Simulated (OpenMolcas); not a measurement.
# Multiconfigurational calculation on Ca I

Input:

```
&GATEWAY
Coord
1

Ca 0.0 0.0 0.0
Basis=ANO-RCC-VTZP
Group=XYZ
NoMove
AngMom=0.0 0.0 0.0
AMFI
&SEWARD
&RASSCF
FileOrb=start.orb
Symmetry=1
Spin=3
nActEl=2 0 0
Inactive=3 6
Ras2=1 3
CIRoot=3 3 1
SDav=3
CIMx=300
Iter=120 100
PrWF=0.3
OrbListing=Nothing
MaxOrb=0
Atom
>>> COPY $Project.JobIph JOB001
&RASSCF
FileOrb=start.orb
Symmetry=1
Spin=1
nActEl=2 0 0
Inactive=3 6
Ras2=1 3
CIRoot=7 7 1
SDav=7
CIMx=300
Iter=120 100
PrWF=0.3
OrbListing=Nothing
MaxOrb=0
Atom
CIOnly
>>> COPY $Project.JobIph JOB002
&RASSCF
FileOrb=start.orb
Symmetry=2
Spin=3
nActEl=2 0 0
Inactive=3 6
Ras2=1 3
CIRoot=3 3 1
SDav=3
CIMx=300
Iter=120 100
PrWF=0.3
OrbListing=Nothing
MaxOrb=0
Atom
>>> COPY $Project.JobIph JOB003
&RASSCF
FileOrb=start.orb
Symmetry=2
Spin=1
nActEl=2 0 0
Inactive=3 6
Ras2=1 3
CIRoot=3 3 1
SDav=3
CIMx=300
Iter=120 100
PrWF=0.3
OrbListing=Nothing
MaxOrb=0
Atom
CIOnly
>>> COPY $Project.JobIph JOB004
&RASSI
NrOfJobIphs=4 3 6 3 3
1 2 3
1 2 3 4 5 6
1 2 3
1 2 3
IphNames
JOB001
JOB002
JOB003
JOB004
EJob
SpinOrbit
DIPRint=1.0
SOCoupling=1000.0
Subsets=2
MEES
Property=10
'ANGMOM' 1 'ANGMOM' 2 'ANGMOM' 3 'MLTPL  1' 1 'MLTPL  1' 2 'MLTPL  1' 3
'AMFI' 1 'AMFI' 2 'AMFI' 3 'MLTPL  2' 6
SOProperty=3
'ANGMOM' 1 'ANGMOM' 2 'ANGMOM' 3
```

A driver script runs the steps one by one and writes start.orb anew before each from the orbitals found so far, so a CI-only block uses the converged orbitals of the first block.

Output, cut to the results:

```
--- SEWARD ---
Basis set label: CA.ANO-RCC...6S5P2D1F.

      Electronic valence basis set:
      ------------------
      Associated Effective Charge  20.000000 au
      Associated Actual Charge     20.000000 au
      Nuclear Model: Point charge

      Shell  nPrim  nBasis  Cartesian Spherical Contaminant
         s      20       6        X
         p      16       5        X
         d       6       2                 X
         f       4       1                 X
                  Relativistic Douglas-Kroll-Hess integrals:
                    - DKH order of Hamiltonian: 2
                    - DKH order of Properties : 0
                  Atomic mean-field integrals
--- RASSCF ---
Wave function specifications:
      -----------------------------

      Number of closed shell electrons          18
      Number of electrons in active shells       2
      Max number of holes in RAS1 space          0
      Max nr of electrons in RAS3 space          0
      Number of inactive orbitals                9
      Number of active orbitals                  4
      Number of secondary orbitals              25
      Spin quantum number                      1.0
      State symmetry                             1
Orbital specifications:
      -----------------------

      Symmetry species                           1   2
                                                ag  au
      Frozen orbitals                            0   0
      Inactive orbitals                          3   6
      Active orbitals                            1   3
      RAS1 orbitals                              0   0
      RAS2 orbitals                              1   3
      RAS3 orbitals                              0   0
      Secondary orbitals                        12  13
      Deleted orbitals                           0   0
      Number of basis functions                 16  22
      Number of CSFs                             3
      Number of root(s) required                 3
      Iter CI   SX   CI       RASSCF       Energy    max ROT     max BLB   max BLB  Level Ln srch  Step   QN
          iter iter root      energy       change     param      element    value   shift minimum  type update
 Nr of preliminary CI iterations:   1
 ###############################################################################
 ###############################################################################
 ###                                                                         ###
 ###                                                                         ###
 ###    WARNING: Problems in orbital optimization.                           ###
 ###                                                                         ###
 ###                                                                         ###
 ###############################################################################
 ###############################################################################
  Warning: In symmetry  1, orbital p=   4 has diagonal density matrix element D(p,p) close to zero. D(p,p)=  0.000000E+00
        1   1    8    0  -679.47002320    0.00E+00   2.35E-02    2   4 1  6.87E-02*  0.50   0.00    SX    NO
        ...
 ###############################################################################
 ###############################################################################
  Warning: In symmetry  1, orbital p=   4 has diagonal density matrix element D(p,p) close to zero. D(p,p)=  0.000000E+00
       10   1    4    0  -679.47443700   -6.10E-09  -4.90E-06    3   4 1  1.23E-05   0.50   1.14    QN   YES
      Convergence after 10 iterations
       11   1    4    0  -679.47443700   -2.60E-10  -4.90E-06    3   4 1  2.70E-06   0.50   1.14    QN   YES
      Natural orbitals and occupation numbers for root  1
      sym 1:   0.000000
      sym 2:   1.000000   1.000000   0.000000
      Natural orbitals and occupation numbers for root  2
      sym 1:   0.000000
      sym 2:   1.000000   0.000000   1.000000
      Natural orbitals and occupation numbers for root  3
      sym 1:   0.000000
      sym 2:   0.000000   1.000000   1.000000
::    RASSCF root number  1 Total energy:   -679.47443700
::    RASSCF root number  2 Total energy:   -679.47443700
::    RASSCF root number  3 Total energy:   -679.47443700
--- RASSCF ---
Wave function specifications:
      -----------------------------

      Number of closed shell electrons          18
      Number of electrons in active shells       2
...
--- RASSI ---
SPIN-FREE ENERGIES:
  (Shifted by EMIN (a.u.) =       -679.6494595442)

 SF State       Relative EMIN(au)   Rel lowest level(eV)    D:o, cm**(-1)      L_eff

     4             0.0000000000        0.0000000000              0.0000         0.0
    10             0.0616603495        1.6778635850          13532.8825         1.0
    11             0.0616603495        1.6778635850          13532.8825         1.0
    12             0.0616603495        1.6778635850          13532.8825         1.0
    13             0.1462977598        3.9809648486          32108.6469         1.0
    14             0.1462977598        3.9809648486          32108.6469         1.0
    15             0.1462977598        3.9809648486          32108.6469         1.0
     2             0.1750225397        4.7626059297          38413.0074         1.0
     3             0.1750225397        4.7626059297          38413.0074         1.0
     1             0.1750225397        4.7626059297          38413.0074         1.0
     9             0.1979108808        5.3854294196          43436.4176         2.0
     8             0.1979108808        5.3854294196          43436.4176         2.0
     5             0.1979108808        5.3854294196          43436.4176         2.0
     6             0.1979108808        5.3854294196          43436.4176         2.0
     7             0.1979108808        5.3854294196          43436.4176         2.0
     Dipole printing threshold changed to   1.00000000E+00

++ Dipole transition strengths (spin-free states):
   -----------------------------------------------
     for osc. strength at least  1.00000000E+00

  ( Max oscillator strength is only   0.75009906240313629      )
--
Eigenvalues of complex Hamiltonian:
   -----------------------------------
  (Shifted by EMIN (a.u.) =       -679.6494595442)

 SO State       Relative EMIN(au)   Rel lowest level(eV)    D:o, cm**(-1)     J-value

...
```

The J values that RASSI prints are effective ones from its own formula and need not be integers or half-integers; the table below assigns J from the states.

Levels above the lowest, from the spin-orbit matrix, grouped by J:

```
Configuration  Term  J  E (eV)  Measured (eV)  Term weight %
          4s2    1S  0  0.0000         0.0000            100
        4s 4p   3P*  0  1.6682         1.8793            100
        4s 4p   3P*  1  1.6730         1.8858            100
        4s 4p   3P*  2  1.6827         1.8989            100
        4s 4p   1P*  1  3.9810         2.9325            100
          4p2    3P  0  4.7535         4.7632            100
          4p2    3P  1  4.7580         4.7690            100
          4p2    3P  2  4.7671         4.7798            100
          4p2    1D  2  5.3855                           100
```

Against the 7 measured excited levels shown (NIST Handbook of Basic Atomic Spectroscopic Data) the mean absolute deviation is 2000 cm-1; the largest miss in energy is 4s 4p 1P* 1: computed 3.9810, measured 2.9325 eV (+35.8 %).

Without dynamic correlation excited terms often stand tens of per cent too high (terms of higher spin than the ground term too low), and those without a measured partner can miss by more than the paired ones. Terms from blocks run as CI alone lack orbitals of their own. The ¹D term of p² mixes with s d, which this space lacks. Computed and measured levels are paired by configuration, term and J; levels that our copy of the source lacks, or whose pairing is in doubt (as where it misses far off the trend of its configuration), stay unpaired and out of the deviations. Only configurations of the active space appear. The first state left out of the spin-orbit step lies near 56000 cm-1 above the lowest spin-free state of the reference (among the parities and spins computed), and the list stops at four fifths of that energy or lower.

The term weight is that of the spin-free term in the level, not the purity of its configuration. * marks odd parity.
